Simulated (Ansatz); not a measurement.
Stepwise reaction of `[O]=[Mo]([F])([F])([F])[Cl]` with hydrogen chloride, as a gas-phase model of exchange steps in deposition or etching. ΔE in kJ/mol; ΔG adds harmonic PBE0-D4 terms to CCSD(T)/CBS, at 1 bar.

Gas-phase electronic energies from Ansatz, PBE0-D4/def2-TZVP geometries. CBS: MP2 limit from def2 TZ/QZ plus the TZ coupled-cluster correction, frozen cores. This one scheme is used for every species. Functionals use def2-TZVPP. B3LYP here is the variant with VWN-RPA as its local correlation; programs differ in this. Elements past krypton have def2 core potentials. For Mo outer-core shells are correlated without core-valence functions, which leaves a few kJ/mol of doubt a bond.

```csv
step,reaction,PBE-D4,B3LYP-D4,ωB97M-V,CCSD(T)/CBS,ΔG(600 K)
2,`[O]=[Mo]([F])([F])([Cl])[Cl]` + HCl → `[O]=[Mo]([F])([Cl])([Cl])[Cl]` + H–F,10.5,11.5,17.3,-0.1,5.3
```

(1) Give the row of step 1, `[O]=[Mo]([F])([F])([F])[Cl]` + HCl → `[O]=[Mo]([F])([F])([Cl])[Cl]` + H–F. (Best estimate.)

(2) By hand: ΔE of the 2 steps together at CCSD(T)/CBS.

Results:

(1) Computed: 
```json
{"step": "1", "reaction": "`[O]=[Mo]([F])([F])([F])[Cl]` + HCl → `[O]=[Mo]([F])([F])([Cl])[Cl]` + H–F", "PBE-D4": "13.8", "B3LYP-D4": "15.9", "ωB97M-V": "21.3", "CCSD(T)/CBS": "4.4", "ΔG(600 K)": "9.8"}
```

(2) (4.4) + (-0.1) = 4.3 kJ/mol, or 2.2 kJ/mol a step.

In ΔE the steps differ by no more than 4.5 kJ/mol. ΔG lies between 5.3 and 9.8 kJ/mol a step. PBE-D4 differs from CCSD(T)/CBS by 9.4 to 10.6 kJ/mol a step. Isolated molecules leave out the surface, adducts and barriers. Largest T1 diagnostic: 0.024.
